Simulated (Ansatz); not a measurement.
Which method gave which barrier?

Saddle point of CH4BrGa, singlet (CH₄BrGa ([CH3][GaH][Br]) → CH₃Ga ([CH3][Ga]) + HBr; bonds formed: Br2–H3; bonds broken: Ga1–Br2, Ga1–H3), PBE0-D4/def2-TZVP structure:

```xyz
7
angstrom
Ga -0.8338 -0.7525 -0.2336
Br 1.2760 -1.4407 -2.0492
H -0.3330 -1.7974 -1.4829
C -0.1354 0.7814 0.8010
H -0.8639 1.1336 1.5333
H 0.1104 1.5957 0.1144
H 0.7798 0.4798 1.3170
```

Ansatz 0.2.0; basis: def2-TZVPP, with def2-QZVPP for the basis limit; cores frozen in the correlated methods. Filled d shells of the heavier atoms are correlated. The def2 sets are not built for correlating such inner shells, so the correlated values are less sure here. Extrapolation: Hartree–Fock as exp(−7.88 √X), correlation as X^−2.97. Four methods, as single points on the PBE0-D4 structures, gave these electronic barriers from the start structure: 42.80, 49.00, 55.89, 69.03 kcal/mol.

(1) The methods were, in alphabetical order, CCSD(T), HF, PBE-D4, r2SCAN-D4. Which gave which? (A judgement: the text doesn't fix the answer.)

T1 diagnostic: at most 0.013. The restricted Hartree–Fock reference is unstable towards an unrestricted one at one or more of these structures.

## Answers

(1) Computed: PBE-D4 42.80; r2SCAN-D4 49.00; CCSD(T) 55.89; HF 69.03 kcal/mol. For comparison, CCSD(T) at an estimated basis limit (MP2 extrapolated from triple and quadruple zeta, plus CCSD(T) − MP2 in triple zeta) gives 53.46 kcal/mol.

Labels in which every atom is bracketed show which atoms are joined, not bond orders.

For scale, one of the runs: CCSD(T)/def2-TZVPP, 183 basis functions, launched by `ansatz run in.yaml --threads 4 --pin off --events-out ev --progress --plain --max-ram 9574MiB`. The run took 61 s on 4 CPU threads of an Arm Neoverse V1 (shared host), with 1.9 GiB of host memory at its peak.
